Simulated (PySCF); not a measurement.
Compound: C₂H₇NOSi.
Atom-mapped SMILES: `[CH3:1]/[CH:2]=[N:3]/[SiH2:4][OH:5]` (hydrogens: H6, H7, H8 on C1; H9 on C2; H10, H11 on Si4; H12 on O5)

Torsions of this conformer, `[CH3:1]/[CH:2]=[N:3]/[SiH2:4][OH:5]`: C2–N3–Si4–O5 120°, H–O5–Si4–N3 52°.

The closed-shell ground state was solved at several levels (PySCF, density fitting, gas phase, non-relativistic). The structure is a single PBE0-D3(BJ)/def2-SVP conformer in the gas phase; no vibrational or solvent corrections.

| level | basis functions | total energy (Eh) | HOMO (eV) | LUMO (eV) | gap (eV) | dipole (D) |
| --- | --- | --- | --- | --- | --- | --- |
| PBE0/pcSseg-1 | 127 | -499.5353 | -7.13 | -0.68 | 6.45 | 1.95 |
| wB97X-D/pcSseg-2 | 285 | -499.9711 | -9.05 | 1.07 | 10.12 | 2.05 |

**Question.** Estimate the row for CAM-B3LYP/def2-SVPD, a basis of 163 functions; the other rows only guide the guess.

**Answer.** Total energy -499.6146 Eh, HOMO -8.59 eV, LUMO 0.38 eV, gap 8.97 eV, dipole 2.03 D.

**Question.** Over all these levels, which gives the widest orbital gap and which the narrowest?

**Answer.** wB97X-D/pcSseg-2 (range-separated hybrid) has the widest, 10.12 eV, and PBE0/pcSseg-1 (global hybrid, 25 % exact exchange) the narrowest, 6.45 eV. Functional and basis both differ between the two, so the spread mixes both effects.

**Question.** How far do the dipole and the HOMO energy spread over the levels?

**Answer.** The dipole runs from 1.95 to 2.05 D (mean 2.01 D) and the HOMO from -9.05 to -7.13 eV.

wB97X-D is run here without its empirical dispersion term; that term would change no orbital, density or response property at a fixed geometry.
